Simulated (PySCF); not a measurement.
From one molecule to another.

First species: C4H12AlF2N.
Z-matrix (Å and degrees, PBE0-D3(BJ)/def2-SVP geometry), rows numbered from 1:
```
C 
N   1  1.4723
C   2  1.4727  1  109.53
Al  2  2.0943  1  105.71  3   116.99
C   2  1.4708  1  107.87  3  -123.09
C   5  1.5145  2  116.62  1  -174.89
F   6  1.3503  5  106.85  2   172.81
F   6  1.3547  5  111.01  2   -70.33
H   1  1.0975  2  109.28  3   -57.35
H   1  1.0988  2  109.51  3  -176.14
H   1  1.1038  2  110.61  3    63.33
H   3  1.0981  2  108.49  1    57.22
H   3  1.1035  2  110.69  1   -62.76
H   3  1.0950  2  110.32  1   176.38
H   4  1.6065  2  101.58  1  -171.80
H   4  1.6094  2   98.16  1    68.92
H   4  1.6049  2   99.10  1   -51.49
H   5  1.1062  2  110.25  1    62.52
H   5  1.0992  2  107.69  1   -55.34
H   6  1.1023  5  113.73  2    52.12
```

Second species: TeOF2.
SMILES: `O=[Te](F)F`

Levels: PBE0/def2-SVPD for dipole moment, HOMO energy, LUMO energy, HOMO–LUMO gap and static isotropic polarisability; TDDFT PBE0/def2-SVPD for lowest singlet excitation; TDA PBE0/def2-SVPD for lowest triplet excitation (Tamm–Dancoff); PBE0-D3(BJ)/def2-SVP for rotational constant A and rotational constant C. Geometries: PBE0-D3(BJ)/def2-SVP. All species are isolated and taken at one optimised geometry (atoms past krypton carry core potentials, spin–orbit coupling is left out). Electronic properties by PySCF.

The conformers computed, where there is a choice (atom-mapped SMILES and torsion angles):
- `[CH3:1][N+:2]([CH3:3])([AlH3-:4])[CH2:5][CH:6]([F:7])[F:8]`: C1–N2–C5–C6 -175°, N2–C5–C6–F7 173°

Values for the first species:

```
Dipole moment                            : 4.16 D
HOMO energy                              : -7.64 eV
LUMO energy                              : 0.13 eV
HOMO–LUMO gap                            : 7.77 eV
Lowest singlet excitation                : 6.65 eV
Lowest triplet excitation (Tamm–Dancoff) : 6.17 eV
Static isotropic polarisability          : 91.7 au
Rotational constant A                    : 2.280 GHz
Rotational constant C                    : 0.970 GHz
```

(1) Estimate the same properties for the second species, and the change in each.

## Answers

(1) 
```json
{"property": "dipole moment", "first": "4.16 D", "second": "4.09 D", "second less first": "-0.07 D"}
{"property": "HOMO energy", "first": "-7.64 eV", "second": "-9.43 eV", "second less first": "-1.79 eV"}
{"property": "LUMO energy", "first": "0.13 eV", "second": "-3.08 eV", "second less first": "-3.21 eV"}
{"property": "HOMO–LUMO gap", "first": "7.77 eV", "second": "6.35 eV", "second less first": "-1.42 eV"}
{"property": "lowest singlet excitation", "first": "6.65 eV", "second": "4.65 eV", "second less first": "-2.00 eV"}
{"property": "lowest triplet excitation (Tamm–Dancoff)", "first": "6.17 eV", "second": "4.07 eV", "second less first": "-2.10 eV"}
{"property": "static isotropic polarisability", "first": "91.7 au", "second": "40.0 au", "second less first": "-51.7 au"}
{"property": "rotational constant A", "first": "2.280 GHz", "second": "5.045 GHz", "second less first": "+2.765 GHz"}
{"property": "rotational constant C", "first": "0.970 GHz", "second": "3.357 GHz", "second less first": "+2.387 GHz"}
```

On the first: The vertical singlet–triplet gap S1 − T1 is 0.48 eV (TDDFT singlet less Tamm–Dancoff triplet; S1: HOMO→LUMO, weight 0.69; T1: HOMO→LUMO, weight 0.45, beside HOMO→LUMO+1, weight 0.26). In atomic units the dipole is 1.64 e·bohr (1 au = 2.5417 D).

On the second: No computed singlet falls in the visible range (750 to 380 nm, 1.65 to 3.26 eV); S1 lies 1.39 eV above its blue end. Atoms past krypton carry effective core potentials; spin–orbit coupling is left out.
